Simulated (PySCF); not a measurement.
## Re⁵⁶⁺: ionisation energy

Re⁵⁶⁺ [Ar] 3d1 (2D) → Re⁵⁷⁺ [Ar] (1S), as a difference of total energies. Computed with PySCF 2.14 in an even-tempered Gaussian basis (17 s from 14 bohr⁻², ratio 2.5; 12 p from 18 bohr⁻², ratio 2.5; 7 d from 18 bohr⁻², ratio 2.5; 4 f from 64 bohr⁻², ratio 2.7; 3 g from 96 bohr⁻², ratio 2.7), with the spin-free X2C one-electron Hamiltonian (Gaussian nucleus). Correlated levels: outer shells: [Ne] frozen; virtual orbitals above 40 to 60 times the deepest correlated orbital energy dropped. The calculations carry no spin-orbit coupling.

```json
{"method": "UHF", "ionisation energy (eV)": "5480.8"}
{"method": "LDA", "ionisation energy (eV)": "5481.1"}
{"method": "PBE", "ionisation energy (eV)": "5482.7"}
{"method": "PBE0", "ionisation energy (eV)": "5482.6"}
{"method": "r2SCAN", "ionisation energy (eV)": "5483.6"}
{"method": "r2SCANh", "ionisation energy (eV)": "5483.5"}
{"method": "MN15", "ionisation energy (eV)": "5477.1"}
{"method": "MP2 (outer shells)", "ionisation energy (eV)": "5480.4"}
{"method": "SCS-MP2 (outer shells)", "ionisation energy (eV)": "5480.4"}
```

A first-order spin-orbit estimate (lowest level to lowest level, LS coupling) adds 49.065 eV.

Breit and QED terms and the two-electron picture change are absent.

First order in ζ underestimates the shift of j = l − 1/2 levels at high Z.

For comparison: 5528 ± 5 eV (theoretical estimate listed by NIST; NIST Atomic Spectra Database, ionization energies).
